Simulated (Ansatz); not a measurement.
HCl$_{3}$Ge, singlet, geometry from GFN2-xTB; HF/pcseg-1 in Ansatz (a first-principles code).

The Ansatz input:
Ansatz 0.2 input:
```yaml
crystal:
  periodic: [false, false, false]
  atoms:
    - {symbol: Ge, position_ang: [-0.02977891, -0.00209901, 0.41684983]}
    - {symbol: Cl, position_ang: [-0.20148143, 1.97371341, -0.30550782]}
    - {symbol: Cl, position_ang: [1.83642666, -0.79169952, -0.17384882]}
    - {symbol: Cl, position_ang: [-1.57075463, -1.17748931, -0.41919355]}
    - {symbol: H, position_ang: [-0.13831524, -0.00974937, 1.93615862]}
basis:
  gaussian:
    orbitals: pcseg-1.json
hamiltonian:
  xc: hf
```
The basis file holds pcseg-1 in the JSON format of the Basis Set Exchange.

The log (banner, timings and long lists left out):

```
Functional definition: HF
793 factors; integrals over basis functions are off by at most 6.3e-4 eV
mean field evaluation 1: about -93991.9951 eV, gradient 2.1e1 eV
mean field evaluation 2: about -93992.0122 eV, gradient 2.2e1 eV
mean field evaluation 4: about -93993.5459 eV, gradient 1.5e0 eV
mean field evaluation 8: about -93993.5591 eV, gradient 1.4e-3 eV
mean field -93993.55905489 eV, -3454.1995841447 hartree, gradient 2.0e-5 eV, S^2 0.000000; 0 other end points of the search recorded, 0 dependent functions left out
reference -93993.55905489 eV, -3454.1995841447 hartree; 42, 42 occupied and 44, 44 virtual orbitals, 793 factors
Total energy: -93993.55905489 eV, -3454.1995841447 hartree
```
